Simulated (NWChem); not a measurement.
Molecule: GeAsH5; SMILES [GeH3][AsH2]

Computed with NWChem. Pople sets run with spherical d functions. The geometry was optimised at PBE0/def2-SVP. Level B3LYP/6-31G*: energy and gradient on several grids; changes count from the extra-fine grid, which is no exact limit either.

**Question.** Which is the coarsest grid (xfine; coarse; xcoarse; medium; fine) from which on the energy stays within 50 μHa and each gradient component within 100 μHa/bohr of xfine?

**Answer.** fine.
```
grid     size of the energy change (μHa)  largest change of a gradient component (μHa/bohr)
-------  -------------------------------  -------------------------------------------------
xcoarse                             5000                                                400
coarse                               200                                               1000
medium                                50                                                200
fine                                < 10                                                 40
xfine                               < 10                                               < 30
```
